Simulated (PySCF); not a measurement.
CdClH. Atoms are numbered in the order given.

```xyz
3

Cd     0.0000     0.0000    -0.5695
H      0.0000     0.0000    -2.2212
Cl     0.0000     0.0000     1.7387
```
Charge 0, spin multiplicity 1.

Coordinates come from a B3LYP-D3(BJ)/def2-TZVPD optimisation. The def2 effective core potentials stand for the cores of Cd; spin–orbit coupling is left out.

All values below come from IEF-PCM-PBE0/def2-TZVPD run with PySCF 2.14.0.

The values are the electrostatic part of the solvation free energy, E(continuum) − E(gas) at the gas-phase geometry, in a cavity of scaled van der Waals radii (PySCF's table); cavitation and dispersion terms are not included. A continuum can't describe solvent molecules that bind to the metal. In vacuum the orbital gap is 7.56 eV. The dipole moment in vacuum is 2.49 D.

Computed values in water (ε = 78.36), diethylether (ε = 4.24), chloroform (ε = 4.71):
```tsv
solvent	ε	ΔG(elec) (kcal/mol)	dipole (D)	gap (eV)
water	78.36	-12.5	3.39	8.11
diethylether	4.24	-8.4	3.13	8.00
chloroform	4.71	-8.7	3.15	8.02
```
